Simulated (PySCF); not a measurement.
Cl₅Sb, triplet, at a GFN2-xTB geometry of the parent state (a higher spin typed on purpose: for a closed-shell molecule this is an excited state) (core potentials on Sb); DF-TPSS/def2-SVP in PySCF.

PySCF was given this input:
```python
from pyscf import gto, scf, dft

mol = gto.Mole()
mol.atom = '''
    Sb   -0.000000    0.000000   -0.000000
    Cl    1.969498   -0.363960   -1.232708
    Cl    1.008436   -1.019389    1.912155
    Cl   -1.008436    1.019389   -1.912155
    Cl   -1.692244   -1.633030    0.021874
    Cl   -0.277254    1.996990    1.210834
'''
mol.basis = 'def2-svp'
mol.ecp = {'Sb': 'def2-svp'}
mol.charge = 0
mol.spin = 2
mol.verbose = 4
mol.build()

mf = dft.UKS(mol)
mf.xc = 'tpss'
mf = mf.density_fit(auxbasis='def2-universal-jkfit')
mf.kernel()
```

It wrote (shortened):

```
PySCF version 2.14.0

[INPUT] verbose = 4
[INPUT] num. atoms = 6
[INPUT] num. electrons = 108
[INPUT] charge = 0
[INPUT] spin (= nelec alpha-beta = 2S) = 2
[INPUT] symmetry False subgroup None
[INPUT] Mole.unit = angstrom
[INPUT] Symbol           X                Y                Z      unit          X                Y                Z       unit  Magmom
[...]
nuclear repulsion = 855.354677963765
number of shells = 50
number of NR pGTOs = 241
number of NR cGTOs = 116
basis = def2-svp
ecp = {'Sb': 'def2-svp'}

******** <class 'pyscf.df.df_jk.DFUKS'> ********
method = DFUKS
initial guess = minao
damping factor = 0
level_shift factor = 0
DIIS = <class 'pyscf.scf.diis.CDIIS'>
diis_start_cycle = 1
diis_space = 8
diis_damp = 0
SCF conv_tol = 1e-09
SCF conv_tol_grad = None
SCF max_cycles = 50
direct_scf = False
number electrons alpha = 55  beta = 53
XC library pyscf.dft.libxc version 7.1.2
    S. Lehtola, C. Steigemann, M. J. T. Oliveira, and M. A. L. Marques,  SoftwareX 7, 1–5 (2018)
XC functionals = tpss
    J. Tao, J. P. Perdew, V. N. Staroverov, and G. E. Scuseria,  Phys. Rev. Lett. 91, 146401 (2003)
    J. P. Perdew, J. Tao, V. N. Staroverov, and G. E. Scuseria,  J. Chem. Phys. 120, 6898 (2004)
    J. Tao, J. P. Perdew, V. N. Staroverov, and G. E. Scuseria,  Phys. Rev. Lett. 91, 146401 (2003)
    J. P. Perdew, J. Tao, V. N. Staroverov, and G. E. Scuseria,  J. Chem. Phys. 120, 6898 (2004)
radial grids:
    Treutler-Ahlrichs [JCP 102, 346 (1995); DOI:10.1063/1.469408] (M4) radial grids

becke partition: Becke, JCP 88, 2547 (1988); DOI:10.1063/1.454033
pruning grids: <function nwchem_prune>
grids dens level: 3
symmetrized grids: False
atomic radii adjust function: <function treutler_atomic_radii_adjust>
small_rho_cutoff = 0
Set gradient conv threshold to 3.16228e-05
tot grids = 116360
init E= -2515.92003253771

cycle= 1 E= -2537.44248470303  delta_E= -21.5  |g|= 2.55  |ddm|= 7.83

cycle= 2 E= -2531.3238595681  delta_E= 6.12  |g|= 4.43  |ddm|= 7.93

cycle= 3 E= -2540.40350255922  delta_E= -9.08  |g|= 0.46  |ddm|= 5.58

cycle= 4 E= -2540.22316730872  delta_E= 0.18  |g|= 0.641  |ddm|= 1.71

cycle= 5 E= -2540.46777941003  delta_E= -0.245  |g|= 0.352  |ddm|= 1.51

cycle= 6 E= -2540.53029559292  delta_E= -0.0625  |g|= 0.198  |ddm|= 1.13

cycle= 7 E= -2540.53098976412  delta_E= -0.000694  |g|= 0.186  |ddm|= 1.16

cycle= 8 E= -2540.54853034301  delta_E= -0.0175  |g|= 0.122  |ddm|= 0.972

cycle= 9 E= -2540.54879201667  delta_E= -0.000262  |g|= 0.123  |ddm|= 1.09

[...]

cycle= 21 E= -2540.55712467238  delta_E= -0.00182  |g|= 0.0789  |ddm|= 0.228

cycle= 22 E= -2540.55646064861  delta_E= 0.000664  |g|= 0.0811  |ddm|= 1.09

cycle= 23 E= -2540.55641111178  delta_E= 4.95e-05  |g|= 0.0816  |ddm|= 0.0801

cycle= 24 E= -2540.55642413202  delta_E= -1.3e-05  |g|= 0.0814  |ddm|= 0.0278

cycle= 25 E= -2540.55639654179  delta_E= 2.76e-05  |g|= 0.0819  |ddm|= 0.0321

cycle= 26 E= -2540.55614942677  delta_E= 0.000247  |g|= 0.0834  |ddm|= 0.0304

cycle= 27 E= -2540.55590552294  delta_E= 0.000244  |g|= 0.0861  |ddm|= 0.924

cycle= 28 E= -2540.55519752046  delta_E= 0.000708  |g|= 0.0913  |ddm|= 0.496

cycle= 29 E= -2540.55567742359  delta_E= -0.00048  |g|= 0.0887  |ddm|= 0.0941

cycle= 30 E= -2540.55352661124  delta_E= 0.00215  |g|=  0.1  |ddm|= 0.108

cycle= 31 E= -2540.55537886095  delta_E= -0.00185  |g|= 0.091  |ddm|= 0.144

cycle= 32 E= -2540.55661254717  delta_E= -0.00123  |g|= 0.0812  |ddm|= 0.643

cycle= 33 E= -2540.55663111035  delta_E= -1.86e-05  |g|= 0.0809  |ddm|=  1.1

cycle= 34 E= -2540.55717056312  delta_E= -0.000539  |g|= 0.0766  |ddm|= 0.795

cycle= 35 E= -2540.55727274851  delta_E= -0.000102  |g|= 0.0762  |ddm|= 1.01

cycle= 36 E= -2540.55486951851  delta_E= 0.0024  |g|= 0.0934  |ddm|= 1.12

cycle= 37 E= -2540.55666691412  delta_E= -0.0018  |g|= 0.0813  |ddm|= 0.383

cycle= 38 E= -2540.55698634348  delta_E= -0.000319  |g|= 0.0811  |ddm|= 1.08

cycle= 39 E= -2540.55656863657  delta_E= 0.000418  |g|= 0.0834  |ddm|= 1.03

cycle= 40 E= -2540.55575850527  delta_E= 0.00081  |g|= 0.0878  |ddm|= 0.109

cycle= 41 E= -2540.5568494928  delta_E= -0.00109  |g|= 0.082  |ddm|= 0.0959

cycle= 42 E= -2540.55682352171  delta_E= 2.6e-05  |g|= 0.0812  |ddm|= 1.07

cycle= 43 E= -2540.55667508887  delta_E= 0.000148  |g|= 0.0807  |ddm|= 0.573

cycle= 44 E= -2540.55690058121  delta_E= -0.000225  |g|= 0.0797  |ddm|= 0.469

cycle= 45 E= -2540.55753585186  delta_E= -0.000635  |g|= 0.0744  |ddm|= 1.03

cycle= 46 E= -2540.55662094093  delta_E= 0.000915  |g|= 0.0805  |ddm|= 0.979

cycle= 47 E= -2540.55632383279  delta_E= 0.000297  |g|= 0.0851  |ddm|= 0.338

cycle= 48 E= -2540.55636332514  delta_E= -3.95e-05  |g|= 0.0836  |ddm|= 0.348

cycle= 49 E= -2540.55695179719  delta_E= -0.000588  |g|= 0.0787  |ddm|= 0.131

cycle= 50 E= -2540.55708171701  delta_E= -0.00013  |g|= 0.0799  |ddm|= 0.585
SCF not converged.
SCF energy = -2540.55708171701 after 50 cycles  <S^2> = 2.0011272  2S+1 = 3.0007513
```

Convergence was not reached.
